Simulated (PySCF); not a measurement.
**Dipole polarisabilities along group 13**

Calculated with PySCF 2.14 for the ground configurations, without spin-orbit coupling: coupled response for Hartree-Fock and DFT, finite fields for MP2 and CCSD(T), with B 1s2; Al [Ne]; Ga 3s2 3p6 3d10; In 4s2 4p6 4d10; Tl 5s2 5p6 5d10 frozen. Mean α in bohr³, C₆ of like pairs in atomic units.

```
                                                        species  α UHF  α PBE  α PBE0  α MP2  α CCSD(T)  α recommended (Schwerdtfeger and Nagle)  C₆ UHF  C₆ PBE  C₆ PBE0
                B [He] 2s2 2p1 (aug-cc-pCVTZ-DK, spin-free X2C)  22.18  23.51   22.47  19.72      20.60                               20.5 ± 0.1   106.3   115.6    109.5
               Al [Ne] 3s2 3p1 (aug-cc-pCVTZ-DK, spin-free X2C)  61.68  65.62   62.70  60.54      58.73                                 57.8 ± 1   560.1   584.6    558.4
     Ga [Ar] 3d10 4s2 4p1 (aug-cc-pwCVTZ-PP with ECP10MDF, ECP)  57.60  63.82   59.42  56.69      55.76                                   50 ± 3   506.5   539.5    505.0
     In [Kr] 4d10 5s2 5p1 (aug-cc-pwCVTZ-PP with ECP28MDF, ECP)  74.67  79.78   74.87  73.64      72.68                                   65 ± 4   808.6   819.3    776.1
Tl [Xe] 4f14 5d10 6s2 6p1 (aug-cc-pwCVTZ-PP with ECP60MDF, ECP)  76.91  85.19   78.62  75.98      75.29                                   50 ± 2   838.8   886.9    824.2
```

Hartree-Fock lacks correlation. PBE lies above the recommended values here, as self-interaction makes its density too diffuse. MP2 and CCSD(T) carry the error of the frozen core. All values carry a basis error, and heavy open shells lack spin-orbit coupling.
